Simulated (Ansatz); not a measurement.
**A geometry optimisation of H4Si2Sn with PBE0-D3(BJ)/def2-SVP**

The starting geometry of this gas-phase singlet was optimised with GFN2-xTB.

```xyz
7

Si   -1.1686   -0.8372   -2.2389
Si    0.0086    0.7926    0.5673
Sn   -0.4967    1.4507   -1.7272
H    -1.6460   -1.2806   -3.5546
H    -1.2582   -2.1103   -1.5164
H     0.5141    1.7122    1.5942
H    -0.0445   -0.4406    1.3594
```

Task: Predict what it relaxes into with PBE0-D3(BJ)/def2-SVP.

Result: It rearranges to `[SiH2]1[SiH2][Sn]1`. Distances that change by over a tenth: Si1–Sn3 (2.44 → 2.70 Å), Si2–Sn3 (2.44 → 2.70 Å). Contacts that close: Si1–Si2 (3.45 → 2.30 Å).

The energy falls by 1.03 eV over 31 steps:

```
step  E − E(last) (eV)
   1             1.030
   4             0.698
   8             0.661
  11             0.661
  14             0.659
  18             0.618
  21             0.436
  24             0.183
  28             0.006
  31             0.000
```

Final geometry (Å):

```csv
atom,x (Å),y (Å),z (Å)
Si,-0.9307,-0.7282,-1.6952
Si,-0.1447,0.3595,0.1757
Sn,-1.6856,1.8484,-1.4593
H,0.0458,-1.0700,-2.7736
H,-1.9767,-1.7793,-1.5106
H,1.3128,0.6822,0.2436
H,-0.7121,-0.0258,1.5034
```

Frequencies at the end show an imaginary mode, so it is a saddle point. Atoms past krypton carry core potentials, without spin–orbit terms. Run with Ansatz 0.2.0, 2.5 min on 1 thread of Arm Neoverse N1, on a shared host.
